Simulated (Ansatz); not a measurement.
Ideal-gas functions of AlH4NSSi (`[NH2][Al]1[SiH2][S]1`) at 500 K and 1 bar, from an Ansatz frequency run at PBE0-D4/def2-TZVP.

Molar mass 105.17 g/mol, point group Cs (symmetry number 1), electronic degeneracy 1, moments of inertia 80.474, 217.784, 292.398 u Å². Harmonic wavenumbers (cm⁻¹, unscaled): 143, 153, 301, 357, 361, 404, 440, 515, 591, 639, 717, 887, 953, 1560, 2205, 2215, 3611, 3704.

Use S(trans) = R[1.5 ln M + 2.5 ln T − 1.1517]; rotational temperatures θ = 24.2544 K / I; S(rot) = R[ln(√π/σ · √(T³/θAθBθC)) + 1.5]; for each mode x = 1.438777 ν̃/T, S = R[x/(eˣ − 1) − ln(1 − e⁻ˣ)] and H = RT x/(eˣ − 1); 1 cm⁻¹ = 0.0119627 kJ/mol; R = 8.31446 J/(mol·K).

By hand: the entropy, in J/(mol·K).

Translation 177.7. Rotation: θ = 0.3014, 0.1114, 0.0829 K, giving 119.2. Vibration, mode by mode: 15.76, 15.20, 9.76, 8.45, 8.36, 7.52, 6.89, 5.77, 4.83, 4.33, 3.63, 2.47, 2.12, 0.52, 0.11, 0.10, 0.00, 0.00, in all 95.8. Electronic 0.0. Sum 392.7 J/(mol·K).

By hand: H − E and G − E in kJ/mol, counted from the electronic energy.

Zero-point energy ½ × 19756 × 0.0119627 = 118.2; thermal vibration 26.4; translation, rotation and pV give 4 RT = 16.6. H − E = 161.2 kJ/mol, and G − E = 161.2 − 500 × 392.7/1000 = -35.2 kJ/mol.

Vibration gives 24 % of the entropy, 15.8 J/(mol·K) of it from the mode under 150 cm⁻¹: soft modes count most, and the harmonic formula is weakest for them. The sum counts one conformer and one mirror image; others add a mixing term.
